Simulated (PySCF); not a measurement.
Mg(Br)(OMe) (CH₃BrMgO), SMILES C[O][Mg][Br]. Atoms are numbered in the order given.

```xyz
7

Mg     0.0000     0.0000    -0.6023
Br     0.0000     0.0000     1.7530
O      0.0000     0.0000    -2.3767
C      0.0000     0.0000    -3.7614
H     -0.8965     0.5176    -4.1817
H      0.8965     0.5176    -4.1817
H      0.0000    -1.0352    -4.1817
```
Charge 0, spin multiplicity 1.

The structure is a stationary point at PBE-D3(BJ)/def2-SVP. The structure was generated by enumeration; whether it is a known compound was not checked. Other conformers were not sampled.

Method: C-PCM-ωB97X/def2-SVP in PySCF.

The values are the electrostatic part of the solvation free energy, E(continuum) − E(gas) at the gas-phase geometry, in a cavity of scaled van der Waals radii (PySCF's table); cavitation and dispersion terms are not included. A continuum can't describe solvent molecules that bind to the metal. In vacuum the orbital gap is 10.12 eV. The dipole moment in vacuum is 1.67 D.

Computed values in water (ε = 78.36), N,N-dimethylformamide (ε = 37.22), methanol (ε = 32.61):
```csv
solvent,ε,ΔG(elec) (kcal/mol),dipole (D),gap (eV)
water,78.36,-12.9,2.32,10.68
"N,N-dimethylformamide",37.22,-12.7,2.31,10.67
methanol,32.61,-12.6,2.31,10.67
```
